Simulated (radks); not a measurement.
The numbers below are computed, except where a source is named.
The nuclear charge of neutral aluminium is varied continuously with 13 electrons held in [Ne] 3s2 3p1. Level of theory: Dirac Kohn-Sham, PBEsol, spin-unpolarised, spherical densities, point nucleus; open shells fill j = l - 1/2 first (a radial shooting solver on a logarithmic mesh with Libxc functionals). By the Hellmann-Feynman theorem dE/dZ = E(electron-nucleus)/Z, the electronic potential at the nucleus.

Z = 12.8: E (hartree) -233.36508; E(electron-nucleus)/Z (hartree) -43.7132; HOMO 3p1/2; e(HOMO) (eV) -1.413; <r> HOMO (bohr) 3.800
Z = 12.9: E (hartree) -237.75867; E(electron-nucleus)/Z (hartree) -44.1585; HOMO 3p1/2; e(HOMO) (eV) -2.030; <r> HOMO (bohr) 3.599
Z = 13: E (hartree) -242.19676; E(electron-nucleus)/Z (hartree) -44.6032; HOMO 3p1/2; e(HOMO) (eV) -2.696; <r> HOMO (bohr) 3.429
Z = 13.1: E (hartree) -246.67930; E(electron-nucleus)/Z (hartree) -45.0474; HOMO 3p1/2; e(HOMO) (eV) -3.407; <r> HOMO (bohr) 3.281
Z = 13.2: E (hartree) -251.20623; E(electron-nucleus)/Z (hartree) -45.4912; HOMO 3p1/2; e(HOMO) (eV) -4.162; <r> HOMO (bohr) 3.150
Z = 13.3: E (hartree) -255.77753; E(electron-nucleus)/Z (hartree) -45.9347; HOMO 3p1/2; e(HOMO) (eV) -4.960; <r> HOMO (bohr) 3.033
Z = 13.4: E (hartree) -260.39317; E(electron-nucleus)/Z (hartree) -46.3779; HOMO 3p1/2; e(HOMO) (eV) -5.799; <r> HOMO (bohr) 2.927
Z = 13.5: E (hartree) -265.05310; E(electron-nucleus)/Z (hartree) -46.8208; HOMO 3p1/2; e(HOMO) (eV) -6.678; <r> HOMO (bohr) 2.831
Z = 13.6: E (hartree) -269.75731; E(electron-nucleus)/Z (hartree) -47.2634; HOMO 3p1/2; e(HOMO) (eV) -7.596; <r> HOMO (bohr) 2.742
Z = 13.7: E (hartree) -274.50578; E(electron-nucleus)/Z (hartree) -47.7059; HOMO 3p1/2; e(HOMO) (eV) -8.552; <r> HOMO (bohr) 2.661
Z = 13.8: E (hartree) -279.29849; E(electron-nucleus)/Z (hartree) -48.1482; HOMO 3p1/2; e(HOMO) (eV) -9.547; <r> HOMO (bohr) 2.585
Z = 13.9: E (hartree) -284.13542; E(electron-nucleus)/Z (hartree) -48.5903; HOMO 3p1/2; e(HOMO) (eV) -10.578; <r> HOMO (bohr) 2.515
Z = 14: E (hartree) -289.01655; E(electron-nucleus)/Z (hartree) -49.0324; HOMO 3p1/2; e(HOMO) (eV) -11.647; <r> HOMO (bohr) 2.450

The central difference of E at Z = 13 is -44.603 hartree, to compare with the third column; the second derivative is -4.44 hartree.
